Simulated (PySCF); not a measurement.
Ga(Me)3 (C3H9Ga), SMILES [CH3][Ga]([CH3])[CH3]. Atoms are numbered in the order given.

```xyz
13

Ga    -0.0003     0.0013     0.0007
C     -1.3732    -1.4265    -0.1740
H     -1.2790    -1.9057    -1.1646
H     -2.3899    -1.0024    -0.1239
H     -1.2784    -2.2104     0.5926
C     -0.1666     1.6751    -1.0597
H      0.7908     1.9319    -1.5428
H     -0.4146     2.5126    -0.3837
H     -0.9493     1.6188    -1.8313
C      1.5404    -0.2511     1.2322
H      2.2047     0.6251     1.2772
H      2.1378    -1.1219     0.9104
H      1.1837    -0.4740     2.2522
```

The structure is a stationary point at B3LYP-D3(BJ)/def2-SVP. The isomer is the one that the SMILES or the coordinates give; other isomers of the formula were not compared.

These are B3LYP-D3(BJ)/def2-SVP in PySCF values and carry that method's errors.

Frequencies are harmonic and unscaled.

A small imaginary wavenumber (i) marks a very flat motion, where grid noise or a shallow saddle decides the sign.

Computed normal modes with their intensities:
| mode | ν (cm⁻¹) | IR (km/mol) | moving atoms (share of kinetic energy) |
|---|---|---|---|
| 1 | 5i | 0.0 | H 97 % |
| 2 | 8 | 0.0 | H 96 % |
| 3 | 34 | 0.2 | H 97 % |
| 4 | 146 | 3.1 | C 46 %, H 34 %, Ga 20 % |
| 5 | 148 | 3.6 | C 51 %, H 35 %, Ga 14 % |
| 6 | 151 | 2.8 | C 38 %, H 35 %, Ga 26 % |
| 7 | 509 | 0.0 | C 78 %, H 22 % |
| 8 | 564 | 44.7 | C 57 %, Ga 22 %, H 20 % |
| 9 | 565 | 46.5 | C 58 %, Ga 23 %, H 19 % |
| 10 | 602 | 0.8 | H 85 %, C 15 % |
| 11 | 604 | 1.8 | H 84 %, C 15 % |
| 12 | 650 | 0.0 | H 85 %, C 15 % |
| 13 | 732 | 63.4 | H 74 %, C 21 % |
| 14 | 764 | 77.1 | H 76 %, C 22 % |
| 15 | 765 | 75.3 | H 76 %, C 22 % |
| 16 | 1213 | 13.6 | H 80 %, C 20 % |
| 17 | 1213 | 13.3 | H 80 %, C 20 % |
| 18 | 1217 | 0.0 | H 82 %, C 18 % |
| 19 | 1427 | 0.7 | H 96 % |
| 20 | 1427 | 0.8 | H 96 % |
| 21 | 1428 | 0.0 | H 95 % |
| 22 | 1433 | 0.1 | H 95 % |
| 23 | 1434 | 0.4 | H 95 % |
| 24 | 1436 | 4.7 | H 96 % |
| 25 | 3017 | 12.0 | H 97 % |
| 26 | 3017 | 11.6 | H 97 % |
| 27 | 3019 | 0.2 | H 97 % |
| 28 | 3097 | 1.0 | H 91 %, C 9 % |
| 29 | 3097 | 1.9 | H 91 %, C 9 % |
| 30 | 3097 | 29.9 | H 91 %, C 9 % |
| 31 | 3127 | 3.6 | H 91 %, C 9 % |
| 32 | 3127 | 18.9 | H 91 %, C 9 % |
| 33 | 3127 | 16.1 | H 91 %, C 9 % |
